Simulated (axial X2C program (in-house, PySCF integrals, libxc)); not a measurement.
**Which molecule has these constants?**

Computed with an in-house all-electron X2C program for linear molecules (integrals from PySCF), spin-free (one-electron X2C) or two-component (2c: spin–orbit coupling with atomic mean-field Coulomb and Gaunt terms, which also bring small scalar terms), in Dyall basis sets with cores contracted in-house; open shells are unrestricted.

A two-component PBE0 calculation in a Dyall 3-zeta basis gave Re = 2.113 Å, ωe = 529.4 cm⁻¹, De = 4.62 eV, Ω = 0.

**Question.** Which molecule is it?
A. SiCl⁺
B. SiI⁺
C. SiF⁺
D. SiBr⁺

**Answer.** D. The others have SiI⁺ 2.327 Å and 449.5 cm⁻¹ (Ω = 0); SiCl⁺ 1.965 Å and 665.6 cm⁻¹ (Ω = 0); SiF⁺ 1.547 Å and 1019.5 cm⁻¹ (Ω = 0).

Each entry is the lowest single determinant of a limited PBE0 search at one distance. De goes to single-determinant-based atoms at the same level (for ions the charge split of lowest energy) and is withheld (n/a) where an atom does not fit its ground term or J level. Main or longest-lived isotopes. Some light 2c atoms are not at their ground J level, so De misses part of their lowering (0.04 eV or less). The functionals have no current term, which raises determinants with orbital currents.
